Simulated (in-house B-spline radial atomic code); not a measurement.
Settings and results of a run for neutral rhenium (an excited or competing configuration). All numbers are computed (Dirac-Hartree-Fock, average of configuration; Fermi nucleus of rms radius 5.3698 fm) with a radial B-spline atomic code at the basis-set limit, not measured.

Command:
```bash
python run_scf.py task.json out
```
Settings (nuclear radius in fm, mass in u):
```
Z                75
configuration    [Kr] 4d10 4f14 5s2 5p5 5d5 6s2 9s1
hamiltonian      dirac
method           hf
spin_polarised   False
nucleus          fermi
rms_radius       5.3698
atomic_mass      186.95575
speed_of_light   137.035999084
```

Output (hartree, bohr):
```
 radial grid: 91 intervals, B-splines of order 8, outer radius 144.5 bohr

 iter        energy (Eh)    residual
    1      -16704.673810    6.70e-01
    2      -16705.078272    1.44e-01
    3      -16705.589585    2.43e-02
    4      -16705.594420    4.61e-03
    5      -16705.594779    9.52e-04
    6      -16705.594804    5.51e-04
    7      -16705.594815    2.25e-04
    8      -16705.594816    2.56e-05
    9      -16705.594816    6.95e-06
   10      -16705.594816    1.04e-06
   11      -16705.594816    5.91e-08

 total energy                    -16705.59482
 kinetic                           18877.0697
 electron-nucleus                 -41759.5847
 electron-electron                  6176.9202

 first-order corrections (not in the total)
   Gaunt                            20.1576
   retardation                      -2.1354
   frequency dependence             -0.3571
   self-energy                      14.7510
   Uehling                          -2.8111
   Wichmann-Kroll                    0.1139
   recoil                            0.0301

 orbital      occ     eigenvalue          <r>       <r^2>       <1/r>       <r^4>       r_max    small
 1s1/2      2.000     -2651.5491    0.0180365 0.000447935     88.7084 5.46376e-07     0.01124  8.02e-02
 2s1/2      2.000      -465.2093    0.0755384  0.00681145     21.6456 8.12268e-05     0.06467  1.82e-02
 2p1/2      2.000      -444.1818    0.0625422  0.00487177     21.5651 4.91253e-05     0.04809  1.83e-02
 2p3/2      4.000      -391.1679    0.0705748  0.00606507     18.0316 7.22851e-05     0.05499  1.65e-02
 3s1/2      2.000      -110.3892     0.196477    0.044289     7.96071  0.00297214      0.1819  6.04e-03
 3p1/2      2.000      -101.0457     0.186852   0.0407146     7.86076  0.00263345      0.1705  5.97e-03
 3p3/2      4.000       -89.3592     0.201596   0.0471929      6.9508   0.0035049      0.1845  5.46e-03
 3d3/2      4.000       -73.8910     0.176586   0.0366364     6.82606  0.00238629      0.1446  5.31e-03
 3d5/2      6.000       -71.3795     0.181128   0.0384162      6.6122  0.00260192      0.1485  5.17e-03
 4s1/2      2.000       -24.6474     0.440683    0.219261     3.32489   0.0696429      0.4132  1.97e-03
 4p1/2      2.000       -20.7081     0.446267    0.226728     3.20958   0.0766333      0.4134  1.87e-03
 4p3/2      4.000       -17.9528     0.477904    0.259801     2.90936     0.10064      0.4421  1.69e-03
 4d3/2      4.000       -11.4907     0.493332    0.281874     2.69466    0.127753      0.4388  1.50e-03
 4d5/2      6.000       -10.9731     0.504487    0.294564     2.61977    0.139442      0.4483  1.44e-03
 4f5/2      6.000        -2.7571     0.566578    0.394439     2.19546    0.337617      0.4166  1.06e-03
 4f7/2      8.000        -2.6584     0.574668     0.40603     2.16479    0.358929      0.4218  1.04e-03
 5s1/2      2.000        -4.1100        1.042     1.21801     1.28852     2.17191       0.943  4.37e-04
 5p1/2      1.667        -2.8540      1.13868     1.46644     1.16801     3.27801       1.007  3.69e-04
 5p3/2      3.333        -2.4246      1.23113     1.71517     1.06341     4.50985       1.084  3.20e-04
 5d3/2      2.000        -0.7575       1.6934     3.35579     0.76556     20.0413       1.354  1.71e-04
 5d5/2      3.000        -0.7202      1.74754     3.57521    0.739724     22.7814       1.394  1.60e-04
 6s1/2      2.000        -0.5407      2.87283     9.31498    0.440318     132.581       2.482  5.93e-05
 9s1/2      1.000        -0.0256      29.5002      971.06   0.0445948 1.25574e+06        30.6  1.08e-06

 Slater integrals (Eh)
   F0(5p1/2,5p1/2)               0.790613
   F0(5p1/2,5p3/2)               0.758820
   G2(5p1/2,5p3/2)               0.402448
   F0(5p1/2,5d3/2)               0.624293
   G1(5p1/2,5d3/2)               0.342961
   F0(5p1/2,5d5/2)               0.610267
   G3(5p1/2,5d5/2)               0.198866
   F0(5p1/2,9s1/2)               0.044099
   G1(5p1/2,9s1/2)               0.000234
   F0(5p3/2,5p3/2)               0.731506
   F2(5p3/2,5p3/2)               0.395341
   F0(5p3/2,5d3/2)               0.609911
   F2(5p3/2,5d3/2)               0.303241
   G1(5p3/2,5d3/2)               0.368774
   G3(5p3/2,5d3/2)               0.227497
   F0(5p3/2,5d5/2)               0.597004
   F2(5p3/2,5d5/2)               0.292475
   G1(5p3/2,5d5/2)               0.349755
   G3(5p3/2,5d5/2)               0.215782
   F0(5p3/2,9s1/2)               0.044066
   G1(5p3/2,9s1/2)               0.000278
   F0(5d3/2,5d3/2)               0.535194
   F2(5d3/2,5d3/2)               0.277408
   F0(5d3/2,5d5/2)               0.526719
   (list cut)
```

Run time, properties included: 7.2 s on 1 thread of Arm Neoverse V1, on a shared host.

For the Dirac Hamiltonian the kinetic term is c α·p + (β - 1)c².
